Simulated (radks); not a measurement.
Valence configurations of the dysprosium ion Dy3+ (all share [Xe]). Method: Dirac Kohn-Sham, BLYP, spin-unpolarised, spherical densities, point nucleus; open shells are shared between the two j in proportion to 2j + 1; computed with a radial shooting solver on a logarithmic mesh with Libxc functionals. Energies are relative to 4f9; eigenvalues in eV.

| valence | E (eV) | e(4f5/2) | e(4f7/2) | e(5d3/2) | e(5d5/2) | e(6p1/2) |
|---|---|---|---|---|---|---|
| 4f9 | 0.000 | -34.994 | -34.046 | - | - | - |
| 4f8.5 5d0.5 | 5.439 | -38.554 | -37.576 | -26.088 | -25.585 | - |
| 4f8.5 6s0.5 | 6.463 | -40.076 | -39.096 | - | - | - |
| 4f8 5d1 | 12.240 | -42.305 | -41.296 | -27.023 | -26.486 | - |
| 4f8 6p1 | 21.007 | -46.644 | -45.631 | - | - | -20.929 |
| 4f7.5 6s1.5 | 25.772 | -51.163 | -50.118 | - | - | - |
| 4f7.5 6s0.5 6p1 | 32.031 | -52.318 | -51.273 | - | - | -21.744 |
| 4f7 6s2 | 38.917 | -57.105 | -56.028 | - | - | - |
| 4f7 6p2 | 52.040 | -59.374 | -58.296 | - | - | -23.078 |
| 4f6 6p3 | 94.246 | -73.008 | -71.862 | - | - | -25.107 |

NIST lists [Xe] 4f9 as the ground configuration; this level of theory agrees among the configurations tried. The energies are those of spherical spin-averaged densities, not of single terms.
